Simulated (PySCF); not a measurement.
## Bonding in `C#C[Si@H](CC)[SiH2][SiH2][SiH3]`

C4H14Si4.
Atom-mapped SMILES: `[CH:1]#[C:2][Si@H:3]([CH2:4][CH3:5])[SiH2:6][SiH2:7][SiH3:8]` (hydrogens: H9 on C1; H10 on Si3; H11, H12 on C4; H13, H14, H15 on C5; H16, H17 on Si6; H18, H19 on Si7; H20, H21, H22 on Si8)

Cartesian coordinates in Å at the PBE0-D3(BJ)/def2-SVP level; atoms count from 1:
```
atom  x, y, z in Å
C1    -0.1836   -2.2746    2.2256
C2    -0.4410   -1.2911    1.5549
Si3   -0.7827    0.1538    0.4705
C4    -2.6393    0.4176    0.2689
C5    -2.9914    1.5797   -0.6545
Si6    0.3184   -0.2878   -1.5566
Si7    2.4649   -1.0570   -1.0149
Si8    3.3587    0.4276    0.5668
H9     0.0407   -3.1384    2.8257
H10   -0.1466    1.3590    1.0920
H11   -3.0644    0.5693    1.2759
H12   -3.0670   -0.5283   -0.1044
H13   -4.0810    1.7150   -0.7362
H14   -2.5694    2.5305   -0.2915
H15   -2.6051    1.4206   -1.6742
H16   -0.4482   -1.2961   -2.3573
H17    0.4329    0.9676   -2.3680
H18    3.3422   -1.1192   -2.2272
H19    2.3715   -2.4278   -0.4227
H20    4.7950    0.1297    0.8577
H21    2.5744    0.3234    1.8349
H22    3.2553    1.8288    0.0520
```

Bond orders from the PBE0/pcSseg-1 density (PySCF). Isolated species at its PBE0-D3(BJ)/def2-SVP geometry (one conformer only).

(1) Where do the orders between heavy atoms depart from those drawn in the SMILES?

(2) Give the Mayer order of every bond between heavy atoms, beside its length.

Answers

(1) The largest departure is 0.440, at C1–C2 (drawn triple, 2.560). Drawn single, order below 0.88: Si3–Si6 (0.878). Drawn double or triple, more than 0.30 short of the drawn order: C1–C2 (2.560).

(2) 
| bond | drawn as | length (Å) | Mayer order |
| --- | --- | --- | --- |
| C1–C2 | triple | 1.218 | 2.560 |
| C2–Si3 | single | 1.839 | 0.887 |
| Si3–C4 | single | 1.886 | 0.935 |
| C4–C5 | single | 1.525 | 1.047 |
| Si3–Si6 | single | 2.349 | 0.878 |
| Si6–Si7 | single | 2.344 | 0.881 |
| Si7–Si8 | single | 2.346 | 0.889 |

Bonds between the same two heavy elements. C–C: lowest C4–C5 (1.047, 1.525 Å), highest C1–C2 (2.560, 1.218 Å). C–Si: lowest C2–Si3 (0.887, 1.839 Å), highest Si3–C4 (0.935, 1.886 Å); in 1 of the 1 pairs the longer bond (by over 0.003 Å) has the higher order (by 0.02 or more). Si–Si: all 3 within 0.02 of one another (0.878 to 0.889).

Question: And the bonds to hydrogen?

Answer: C–H: 0.94 to 1.07 (6 bonds); H–Si: 0.92 to 0.94 (8 bonds).

Question: Sum the orders of all bonds at each heavy atom with more than one neighbour and set the sums beside the valence in the SMILES.

Answer: C1 3.635 (drawn 4), C2 3.447 (drawn 4), Si3 3.629 (drawn 4), C4 3.858 (drawn 4), C5 3.937 (drawn 4), Si6 3.600 (drawn 4), Si7 3.614 (drawn 4), Si8 3.672 (drawn 4). Orders between atoms that aren't bonded are not in these sums.

For a closed shell the Mayer order of atoms A and B is Σ (PS)μν (PS)νμ over the basis functions μ on A and ν on B, with P the density and S the overlap matrix.
